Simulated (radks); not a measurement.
Values are calculated unless marked as measured or tabulated.
Se I, configuration [Ar] 3d10 4s2 4p4. Code: a radial shooting solver on a logarithmic mesh with Libxc functionals. Model: scalar-relativistic Kohn-Sham, BLYP, spin-unpolarised, spherical densities, point nucleus.

Radial electron density D(r) = 4 pi r^2 rho(r):

```
   r/bohr * D(r) (the largest magnitude, 49.6, reaches the edge; | marks zero)
 0.001482 |*
 0.001697 |*
 0.001945 | *
 0.002228 | *
 0.002553 | *
 0.002924 |  *
  0.00335 |   *
 0.003838 |    *
 0.004398 |     *
 0.005038 |       *
 0.005772 |         *
 0.006666 |           *
 0.007638 |             *
  0.00875 |                *
  0.01002 |                    *
  0.01149 |                        *
  0.01316 |                            *
  0.01508 |                                *
  0.01727 |                                    *
  0.01979 |                                       *
  0.02267 |                                          *
  0.02597 |                                             *
  0.02976 |                                              *
  0.03409 |                                             *
  0.03906 |                                            *
  0.04475 |                                          *
  0.05127 |                                       *
  0.05874 |                                     *
  0.06729 |                                     *
   0.0771 |                                       *
  0.08833 |                                          *
   0.1012 |                                               *
   0.1169 |                                                    *
   0.1339 |                                                      *
   0.1534 |                                                     *
   0.1758 |                                                 *
   0.2014 |                                          *
   0.2307 |                                   *
   0.2643 |                              *
   0.3028 |                            *
   0.3469 |                              *
   0.3975 |                                 *
   0.4554 |                                   *
   0.5217 |                                   *
   0.5977 |                              *
   0.6848 |                        *
   0.7845 |                 *
   0.8988 |           *
     1.03 |       *
     1.18 |     *
    1.352 |    *
    1.549 |   *
    1.774 |   *
    2.049 |  *
    2.347 |  *
    2.689 | *
    3.081 |*
     3.53 |*
    4.044 *
    4.634 *
    5.309 *
    6.082 *
    6.968 *
    7.983 *
```

D(r) has 3 maxima, at r = 0.0310, 0.138, 0.470 bohr, and minima at 0.0647, 0.298 bohr, inside which lie 2.08, 11.01 electrons.
